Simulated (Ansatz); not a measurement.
Consider the cleavage of the Si–B bond: `[SiH3][BH][GeH2][Cl]` + `FCS` → `FCS[SiH3]` + `[BH2][GeH2][Cl]`.

Calculated with Ansatz (gas phase, PBE0-D4/def2-TZVP geometries, no zero-point term in ΔE). CCSD(T)/CBS adds triple-zeta CCSD(T) − MP2 to the extrapolated MP2 energy (def2 sets, frozen cores). DFT in def2-TZVPP. For Ge outer-core shells are correlated without core-valence functions, which leaves a few kJ/mol of doubt a bond. Scalar relativity is left out up to krypton. One conformer a species, not always the lowest.

`[SiH3][BH][GeH2][Cl]`:

Cartesian coordinates in Å:
```
Si 1.842 0.035 0.010
B 0.010 -0.449 -0.654
Ge -1.680 0.142 0.348
Cl -3.490 -0.327 -0.751
H 2.811 -1.082 -0.153
H 1.866 0.494 1.425
H 2.280 1.172 -0.854
H -0.106 -1.062 -1.671
H -1.726 1.660 0.600
H -1.809 -0.584 1.701
```

`FCS`:

Cartesian coordinates in Å:
```
F -1.396 -0.058 -0.620
C -0.036 0.075 -0.467
S 0.604 -0.836 0.933
H 0.192 1.138 -0.374
H 0.454 -0.337 -1.351
H 0.183 0.018 1.879
```

`FCS[SiH3]`:

Cartesian coordinates in Å:
```
F 1.281 1.649 -0.203
C 1.204 0.618 0.700
S -0.489 0.265 1.207
Si -1.219 -0.628 -0.595
H 1.661 -0.265 0.248
H 1.744 0.905 1.604
H -2.503 -1.273 -0.229
H -1.446 0.368 -1.670
H -0.233 -1.638 -1.063
```

`[BH2][GeH2][Cl]`:

Cartesian coordinates in Å:
```
B 0.612 1.071 0.365
Ge -0.333 -0.695 -0.086
Cl -1.172 -0.641 -2.085
H 1.123 1.192 1.438
H 0.661 1.969 -0.417
H 0.624 -1.901 -0.068
H -1.515 -0.994 0.854
```

| level | ΔE (kJ/mol) |
| --- | --- |
| PBE-D4 | -51.3 |
| PBE0-D4 | -55.8 |
| r2SCANh-D4 | -59.5 |
| CAM-B3LYP-D4 | -60.2 |
| ωB97X-V | -60.8 |
| PBE0 | -55.1 |
| HF/def2-TZVPP | -69.1 |
| CCSD(T)/def2-TZVPP | -58.5 |

Task: What does CCSD(T)/CBS give? (An estimate is asked.)

Result: Computed: -61.5 kJ/mol. The listed levels differ from it by 10.2, 5.7, 2.0, 1.3, 0.7, 6.4, -7.6, 3.0 kJ/mol.

Largest T1 diagnostic among the species: 0.012.

At CCSD(T), def2-SVP lies +9.9 kJ/mol from the extrapolated value and def2-TZVPP +3.0 kJ/mol. From PBE to PBE0 (25 % exact exchange), in def2-TZVPP and without D4, ΔE moves by −4.8 kJ/mol.
